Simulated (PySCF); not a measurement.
## Working out the excitation energy of F⁺

F⁺ [He] 2s2 2p4 (3P) → F⁺ [He] 2s1 2p4 3d1 (high-spin determinant). Computed with PySCF 2.14 in x2c-TZVPPall with one added diffuse shell each of s, p, d type (6s4p3d1f, 40 functions), with scalar relativity by spin-free X2C-1e. Frozen: nothing. Energies in hartree (1 hartree = 27.21139 eV):

| part | F⁺ (lower) | F⁺ (upper) |
| --- | --- | --- |
| UHF | -98.924228 | -97.067645 |
| MP2 opposite-spin | -0.123737 | -0.086020 |
| MP2 same-spin | -0.036127 | -0.033971 |

Question: What does Hartree-Fock give?

Answer: (-97.067645) − (-98.924228) = 1.856583 hartree = 50.520 eV.

Question: What do MP2 and SCS-MP2 (6/5 opposite-spin, 1/3 same-spin) give?

Answer: The opposite-spin parts differ by 1.026 eV and the same-spin parts by 0.059 eV. MP2: 50.520 + (1.026) + (0.059) = 51.605 eV. SCS-MP2: 50.520 + 1.2 × (1.026) + (0.059)/3 = 51.771 eV.

One determinant mixes LS terms, so it does not stand for a single term.

The upper state lies above the first ionisation limit, where it may autoionise and the basis confines it. A Rydberg-like electron needs more diffuse functions than a valence basis has.
